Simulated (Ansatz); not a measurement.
Isolated molecules relaxed with PBE0-D4/def2-TZVP in Ansatz; ΔE leaves out vibrations. CCSD(T)/CBS is the MP2 limit (def2-TZVPP, def2-QZVPP) plus CCSD(T) − MP2 in def2-TZVPP, frozen cores. DFT in def2-TZVPP. B3LYP here is the variant with VWN-RPA as its local correlation; programs differ in this. Each species was taken in one conformer, which may not be the lowest.

Reaction (redistribution): `N[SiH](F)CF` + `C[SiH](F)CN` → `NC[SiH](N)F` + `C[SiH](F)CF`

```
         level  ΔE (kcal/mol)
     r2SCAN-D4           -0.7
         B3LYP           -0.7
 HF/def2-TZVPP           -0.7
CCSD/CBS(def2)           -0.7
```

(1) What does CCSD(T)/CBS give? (An estimate is asked.)

Largest T1 diagnostic among the species: 0.011.

Results:

(1) Ansatz gave: -0.7 kcal/mol. The listed levels differ from it by 0.0, 0.0, 0.0, 0.0 kcal/mol.
